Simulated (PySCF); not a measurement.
C2H7O, SMILES C[OH+]C, charge +1.

Geometry optimised at PBE-D3(BJ)/def2-TZVP. The isomer is the one that the SMILES or the coordinates give; other isomers of the formula were not compared.

Two levels are set side by side: PBE/def2-TZVPD (PySCF) and ωB97X/def2-TZVPD (PySCF). Same geometry, gas phase. Differences are taken from unrounded values.

```json
[
 {"quantity": "orbital gap (eV)", "ωB97X": "15.11", "PBE": "7.63", "PBE minus ωB97X": "-7.48"},
 {"quantity": "highest occupied level (eV)", "ωB97X": "-18.65", "PBE": "-14.47", "PBE minus ωB97X": "4.18"},
 {"quantity": "lowest empty level (eV)", "ωB97X": "-3.54", "PBE": "-6.84", "PBE minus ωB97X": "-3.31"},
 {"quantity": "mean polarisability (bohr³)", "ωB97X": "28.7", "PBE": "29.6", "PBE minus ωB97X": "0.9"}
]
```

PBE's occupied levels lie high since its potential decays too fast outside the molecule; exact exchange lowers them and widens the gap. PBE's more diffuse valence density responds more strongly to a field. Differences between two approximate levels are no errors against the true value.

Rough cost on one machine, each run with all the roots and properties that it gave: ωB97X against PBE within a factor of 2.
